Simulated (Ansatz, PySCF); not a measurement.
Caution: the highest occupied level lies above zero, so the state may not be bound. Caution: the restricted solution is unstable towards spin-unrestricted or complex orbitals, so a lower solution exists and this singlet may not be the ground state. This singlet lies 0.54 eV below the relaxed triplet at the level composite: frozen-core CCSD(T) with HF/aug-cc-pVQZ and the correlation energy extrapolated as X^-3 from aug-cc-pVTZ and aug-cc-pVQZ, plus CCSDT(Q) minus CCSD(T) in aug-cc-pVDZ // B3LYP-D3(BJ)/def2-TZVPD (Ansatz, an electronic-structure program).

B3LYP has the VWN-RPA correlation part, as in Gaussian. 

## HBCl, SMILES `[BH-]Cl` (lower singlet) (charge -1, multiplicity 1)

Method: B3LYP-D3(BJ)/def2-TZVPD (PySCF 2.14.0).

| Property | Value |
|---|---|
| HOMO | 0.90 eV |
| total energy | -485.6619 Ha |
| cost | very roughly 6 core-seconds |

Bond lengths (Å): B1–Cl2 1.932, B1–H3 1.234. Bond angles (°): Cl2–B1–H3 98.9.
Charge -1, spin multiplicity 1.
